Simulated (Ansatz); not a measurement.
Be₃Se₃, relaxed as a singlet with RKS PBE0-D4/def2-SVP in Ansatz, starting from the GFN2-xTB geometry. Force threshold 0.02 eV/Å.

The structure comes from a short search, and lower isomers may exist.

Start:

```xyz
6

Be    1.678   -0.004    0.901
Be   -1.443    1.033   -1.500
Be    0.310   -1.501    1.219
Se    2.125   -1.539    2.203
Se   -2.515    1.968   -2.720
Se   -0.155    0.043   -0.103
```

| step | energy (eV) | largest force component (eV/Å) | SCF passes |
| --- | --- | --- | --- |
| 1 | -197205.7037 | 0.594 | 19 |
| 2 | -197205.7491 | 0.129 | 25 |
| 3 | -197205.7501 | 0.038 | 25 |
| 4 | -197205.7568 | 0.234 | 25 |
| 5 | -197205.8199 | 0.301 | 31 |
| 6 | -197205.9106 | 0.251 | 30 |
| 7 | -197206.0111 | 0.254 | 30 |
| 8 | -197206.1035 | 0.333 | 30 |
| 9 | -197206.1847 | 0.371 | 25 |
| 10 | -197206.2621 | 0.359 | 23 |
| 11 | -197206.3441 | 0.479 | 25 |
| 12 | -197206.4344 | 0.473 | 30 |
| 13 | -197206.5402 | 0.470 | 23 |
| 14 | -197206.6794 | 0.555 | 24 |
| 15 | -197206.8807 | 0.704 | 22 |
| 16 | -197207.1610 | 0.884 | 22 |
| 17 | -197207.5546 | 1.126 | 21 |
| 18 | -197208.0505 | 1.301 | 21 |
| 19 | -197208.5862 | 1.113 | 19 |
| 20 | -197208.8456 | 0.866 | 19 |
| 21 | -197209.0907 | 0.568 | 25 |
| 22 | -197209.3397 | 0.689 | 19 |
| 23 | -197209.5629 | 0.328 | 19 |
| 24 | -197209.6899 | 0.188 | 19 |
| 25 | -197209.7073 | 0.013 | 19 |

Force components are those of the run's own axes.

End:

Cartesian coordinates in Å:
```
Be 0.941 -0.284 -1.069
Be -1.131 0.879 -0.243
Be 0.190 -0.594 1.312
Se 1.808 -1.409 0.387
Se -0.307 0.945 -2.101
Se -1.500 0.463 1.714
```

Bonds lost: Be1–Se6 (atoms count from 1). Bonds formed: Be1–Se5 (atoms count from 1). The end is the same structure that another start reached, the lowest one found.

No frequencies were taken in this run, so the end may be a saddle point.

Hardware: 4 threads of Intel Xeon Platinum 8375C on a shared host. Wall time 70 s.
